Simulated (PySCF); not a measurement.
Si(Br)2 cation (Br2Si), SMILES Br[Si]Br (connectivity only; charge and spin as stated), charge +1, multiplicity 2.

The structure is a stationary point at B3LYP-D3(BJ)/def2-TZVP. The multiplicity is an assumed one; other spin states were not compared. The isomer is the one that the SMILES or the coordinates give; other isomers of the formula were not compared.

Computed with TDA-PBE/def2-SVPD (PySCF).

Vertical excitations. Isolated molecule, no solvent.

| state | energy (eV) | λ (nm) | f | main pairs |
|---|---|---|---|---|
| root 1 | 2.15 | 577 | 0.004 | β HOMO→LUMO 98 % |
| root 2 | 2.35 | 528 | 0.000 | β HOMO−1→LUMO 100 % |
| root 3 | 2.77 | 447 | 0.001 | α HOMO→LUMO 70 %, β HOMO−3→LUMO 28 % |
| root 4 | 3.04 | 408 | 0.009 | β HOMO−2→LUMO 96 % |
| root 5 | 3.10 | 400 | 0.008 | α HOMO→LUMO 28 %, β HOMO−3→LUMO 71 % |
| root 6 | 3.72 | 333 | 0.000 | α HOMO−1→LUMO 96 % |
| root 7 | 3.87 | 320 | 0.003 | α HOMO−2→LUMO 72 %, β HOMO−1→LUMO+1 24 % |
| root 8 | 4.21 | 295 | 0.000 | β HOMO→LUMO+1 96 % |
| root 9 | 4.38 | 283 | 0.000 | α HOMO−3→LUMO 61 %, β HOMO−3→LUMO+1 36 % |
| root 10 | 4.59 | 270 | 0.001 | β HOMO−4→LUMO 51 %, β HOMO−1→LUMO+1 44 % |
Unrestricted roots are not spin-pure.
